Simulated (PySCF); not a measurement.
Stepwise substitution at one centre (Al SiH3-SH). Gas-phase values, no solvent. One relaxed conformer stands for each flexible species; it need not be the lowest. Strings in code marks are SMILES.

The HOMO–LUMO gap from two functionals at the same geometries (PBE0-D3(BJ)/def2-TZVP), both in PySCF: PBE-D3(BJ)/def2-TZVP and M06-2X/def2-TZVP. 

```json
[
 {"species": "0 of 3 SiH3 replaced by SH", "PBE-D3(BJ)/def2-TZVP (eV)": "2.95", "M06-2X/def2-TZVP (eV)": "6.26"},
 {"species": "1 of 3 SiH3 replaced by SH (`[SiH3][Al]([SiH3])[SH]` (Si–Al–S–H torsion 0°))", "PBE-D3(BJ)/def2-TZVP (eV)": "3.51", "M06-2X/def2-TZVP (eV)": "6.86"},
 {"species": "2 of 3 SiH3 replaced by SH (`[SiH3][Al]([SH])[SH]` (S–Al–S–H torsion -179°, S–Al–S–H torsion -1°))", "PBE-D3(BJ)/def2-TZVP (eV)": "4.22", "M06-2X/def2-TZVP (eV)": "7.94"},
 {"species": "3 of 3 SiH3 replaced by SH", "PBE-D3(BJ)/def2-TZVP (eV)": "5.04", "M06-2X/def2-TZVP (eV)": "8.90"}
]
```

Over these rows, drawn at random from the members with no instability flagged (it was tested for open shells, ions and some series alone), PBE minus M06-2X: mean -3.56 eV, from -3.85 eV to -3.31 eV.
